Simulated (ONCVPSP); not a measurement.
## Transferability test, ONCV potential for P (Z = 15)

```json
{
  "Element": "phosphorus",
  "Generator": "ONCVPSP 4.0.1",
  "Type": "optimised norm-conserving Vanderbilt (ONCV)",
  "Functional": "LDA (Perdew-Zunger)",
  "Relativity": "scalar-relativistic",
  "Frozen core": "[He]",
  "Valence charge": "13",
  "Reference configuration": "2s2 2p6 3s2 3p3",
  "Partial waves": "2s+3s: rc 0.85 bohr, ncon 4, nbas 7, qcut 15.6 1/bohr, 2 projectors; 2p+3p: rc 0.95 bohr, ncon 5, nbas 8, qcut 16.3 1/bohr, 2 projectors",
  "Local potential": "polynomial inside 0.65 bohr (lpopt 5, dvloc0 0 Ha)",
  "Core correction": "Teter function, fcfact 6, rcfact 1.75"
}
```

Energies are relative to the spin-unpolarised reference configuration 2s2 2p6 3s2 3p3; without spin polarisation the order of configurations can differ from experiment.

Problem. Give the all-electron excitation energy and the error of the potential for: 2s2 2p6 3s2 3p2; 2s2 2p6 3s2 3p1; 2s2 2p6 3s2 3p0; 2s2 2p6 3s0 3p5.

Solution.

```json
{"valence configuration": "2s2 2p6 3s2 3p2", "charge": "+1", "ΔE all-electron (eV)": "9.821", "error AE − PS (meV)": "+0.4"}
{"valence configuration": "2s2 2p6 3s2 3p1", "charge": "+2", "ΔE all-electron (eV)": "29.070", "error AE − PS (meV)": "+2.4"}
{"valence configuration": "2s2 2p6 3s2 3p0", "charge": "+3", "ΔE all-electron (eV)": "58.965", "error AE − PS (meV)": "+9.1"}
{"valence configuration": "2s2 2p6 3s0 3p5", "charge": "0", "ΔE all-electron (eV)": "17.136", "error AE − PS (meV)": "+0.6"}
```

Levels in the configuration 2s2 2p6 3s2 3p1:

```tsv
level	all-electron (eV)	pseudo (eV)
2s	-196.667	-196.661
2p	-148.106	-148.037
3s	-34.017	-34.015
3p	-24.396	-24.391
```
